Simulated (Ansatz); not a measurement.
# Molecular dynamics of BCl$_{2}$FH

The input (input.yaml):

```yaml
crystal:
  periodic: [false, false, false]
  atoms:
    - { symbol: B, position_ang: [0.000123, 0.026534, -0.003469] }
    - { symbol: H, position_ang: [0.00029, 0.094323, 1.318731] }
    - { symbol: Cl, position_ang: [1.533741, -0.024217, -0.801911] }
    - { symbol: Cl, position_ang: [-1.533633, -0.024447, -0.801578] }
    - { symbol: F, position_ang: [-0.000521, -0.072194, 2.528227] }
magnetization:
  spin_polarized: true
  initial_magnetization: 1
basis:
  gaussian: { orbitals: def2-SVP }
hamiltonian:
  xc: hf
md:
  timestep: 0.5
  n_steps: 200
  ensemble: nve
  temperature: 100.0
  initial_velocities: maxwell_boltzmann
  seed: 2416
```

Command:

```bash
$ ansatz run input.yaml --threads 1 --pin off --max-ram 2048MiB --backend cpu --events-out ev --progress --plain --runs-dir out
```

It starts at the highest image of a converged band, a first-order saddle point between two minima.

Output, in part (one step line in 7, the closing report, with atoms numbered from 0):

```
md step     0: t =     0.00 fs  T =   100.0 K  F+E_penalty+E_count = -28389.27705529 eV  E_kin = 0.038778 eV  conserved = -28389.23827729 eV  (67 SCF iters)
md step     7: t =     3.50 fs  T =    94.4 K  F+E_penalty+E_count = -28389.27478453 eV  E_kin = 0.036599 eV  conserved = -28389.23818577 eV  (59 SCF iters)
md step    14: t =     7.00 fs  T =   340.7 K  F+E_penalty+E_count = -28389.37030726 eV  E_kin = 0.132105 eV  conserved = -28389.23820202 eV  (97 SCF iters)
md step    21: t =    10.50 fs  T =   249.6 K  F+E_penalty+E_count = -28389.33410604 eV  E_kin = 0.096791 eV  conserved = -28389.23731508 eV  (52 SCF iters)
md step    28: t =    14.00 fs  T =   774.0 K  F+E_penalty+E_count = -28389.53999064 eV  E_kin = 0.300146 eV  conserved = -28389.23984471 eV  (63 SCF iters)
md step    35: t =    17.50 fs  T =   613.3 K  F+E_penalty+E_count = -28389.47547800 eV  E_kin = 0.237842 eV  conserved = -28389.23763648 eV  (53 SCF iters)
md step    42: t =    21.00 fs  T =  1208.4 K  F+E_penalty+E_count = -28389.70879957 eV  E_kin = 0.468605 eV  conserved = -28389.24019412 eV  (68 SCF iters)
md step    49: t =    24.50 fs  T =  1466.8 K  F+E_penalty+E_count = -28389.80921208 eV  E_kin = 0.568778 eV  conserved = -28389.24043366 eV  (48 SCF iters)
md step    56: t =    28.00 fs  T =  1215.0 K  F+E_penalty+E_count = -28389.70876094 eV  E_kin = 0.471135 eV  conserved = -28389.23762631 eV  (72 SCF iters)
md step    63: t =    31.50 fs  T =  1763.1 K  F+E_penalty+E_count = -28389.92403623 eV  E_kin = 0.683701 eV  conserved = -28389.24033493 eV  (51 SCF iters)
md step    70: t =    35.00 fs  T =  1522.3 K  F+E_penalty+E_count = -28389.82818821 eV  E_kin = 0.590321 eV  conserved = -28389.23786731 eV  (86 SCF iters)
md step    77: t =    38.50 fs  T =  1729.0 K  F+E_penalty+E_count = -28389.90895892 eV  E_kin = 0.670474 eV  conserved = -28389.23848501 eV  (96 SCF iters)
md step    84: t =    42.00 fs  T =  1847.7 K  F+E_penalty+E_count = -28389.95526261 eV  E_kin = 0.716484 eV  conserved = -28389.23877829 eV  (85 SCF iters)
md step    91: t =    45.50 fs  T =  1682.3 K  F+E_penalty+E_count = -28389.89043721 eV  E_kin = 0.652380 eV  conserved = -28389.23805674 eV  (115 SCF iters)
md step    98: t =    49.00 fs  T =  2061.5 K  F+E_penalty+E_count = -28390.03997644 eV  E_kin = 0.799421 eV  conserved = -28389.24055495 eV  (113 SCF iters)
md step   105: t =    52.50 fs  T =  1783.6 K  F+E_penalty+E_count = -28389.92995564 eV  E_kin = 0.691629 eV  conserved = -28389.23832655 eV  (125 SCF iters)
md step   112: t =    56.00 fs  T =  2235.7 K  F+E_penalty+E_count = -28390.10733571 eV  E_kin = 0.866975 eV  conserved = -28389.24036115 eV  (110 SCF iters)
md step   119: t =    59.50 fs  T =  2354.4 K  F+E_penalty+E_count = -28390.15347067 eV  E_kin = 0.912972 eV  conserved = -28389.24049865 eV  (114 SCF iters)
md step   126: t =    63.00 fs  T =  1962.4 K  F+E_penalty+E_count = -28389.99937683 eV  E_kin = 0.760977 eV  conserved = -28389.23839935 eV  (147 SCF iters)
md step   133: t =    66.50 fs  T =  2244.5 K  F+E_penalty+E_count = -28390.11064005 eV  E_kin = 0.870384 eV  conserved = -28389.24025645 eV  (139 SCF iters)
md step   140: t =    70.00 fs  T =  1835.8 K  F+E_penalty+E_count = -28389.94950307 eV  E_kin = 0.711884 eV  conserved = -28389.23761900 eV  (185 SCF iters)
md step   147: t =    73.50 fs  T =  2045.6 K  F+E_penalty+E_count = -28390.03279751 eV  E_kin = 0.793250 eV  conserved = -28389.23954777 eV  (123 SCF iters)
md step   154: t =    77.00 fs  T =  1925.9 K  F+E_penalty+E_count = -28389.98562722 eV  E_kin = 0.746806 eV  conserved = -28389.23882080 eV  (134 SCF iters)
md step   161: t =    80.50 fs  T =  1919.7 K  F+E_penalty+E_count = -28389.98361624 eV  E_kin = 0.744437 eV  conserved = -28389.23917951 eV  (190 SCF iters)
md step   168: t =    84.00 fs  T =  2048.0 K  F+E_penalty+E_count = -28390.03499381 eV  E_kin = 0.794171 eV  conserved = -28389.24082310 eV  (128 SCF iters)
md step   175: t =    87.50 fs  T =  1510.4 K  F+E_penalty+E_count = -28389.82387983 eV  E_kin = 0.585703 eV  conserved = -28389.23817711 eV  (196 SCF iters)
md step   182: t =    91.00 fs  T =  1860.2 K  F+E_penalty+E_count = -28389.96208513 eV  E_kin = 0.721347 eV  conserved = -28389.24073842 eV  (141 SCF iters)
md step   189: t =    94.50 fs  T =  1736.6 K  F+E_penalty+E_count = -28389.91260615 eV  E_kin = 0.673418 eV  conserved = -28389.23918855 eV  (127 SCF iters)
md step   196: t =    98.00 fs  T =  1834.0 K  F+E_penalty+E_count = -28389.95003360 eV  E_kin = 0.711171 eV  conserved = -28389.23886267 eV  (191 SCF iters)
md step   200: t =   100.00 fs  T =  1764.5 K  F+E_penalty+E_count = -28389.92259700 eV  E_kin = 0.684234 eV  conserved = -28389.23836278 eV  (279 SCF iters)
Total energy: -28389.92259700 eV, -1043.3104120590 hartree
Atom 0 at    -0.064990     0.814538    -0.886512 Å, force    -0.042790     2.271903     1.024214 eV/Å
Atom 1 at    -0.087285     2.076655    -0.548734 Å, force     0.030433    -2.371069    -0.804905 eV/Å
Atom 2 at     1.396549    -0.099940    -0.936518 Å, force     1.057167     0.042271    -0.028223 eV/Å
Atom 3 at    -1.496066    -0.107557    -1.160097 Å, force    -1.044609     0.055799    -0.186478 eV/Å
Atom 4 at     0.227070    -0.329368     4.049902 Å, force    -0.000200     0.001097    -0.004608 eV/Å
Dipole moment:    -0.003417     0.137096     0.010176 e Å
```

The run went to its last step. The conserved energy stayed within 0.53 meV per atom of its start (net change -0.017 meV per atom), so the integration is sound. The kinetic energy rose, since the run started high on the potential surface and went downhill. It ends in pieces (BCl2H + F), so much of that is their flight and rotation, not heat. A run of 0.1 ps of so small a system gives no equilibrium averages.

Between its relaxed ends the band would form H2–F5 and break B1–H2. These pairs go: H2–F5 1.22 → 5.20 Å, B1–H2 1.32 → 1.31 Å. In the last frame they stand as before the step (other bonds may differ from the relaxed reactants and products). It ends as BCl2H + F. Pairs count as bonded within 1.25 times the sum of covalent radii (0.12 Å more for H–H).

Last frame:

```xyz
5
Properties=species:S:1:pos:R:3
B -0.065 0.815 -0.886
H -0.087 2.077 -0.549
Cl 1.397 -0.100 -0.936
Cl -1.496 -0.108 -1.160
F 0.227 -0.329 4.050
```

Run time: 9.6 min on 1 thread of Arm Neoverse V1 (shared host), peak memory 0.2 GiB.
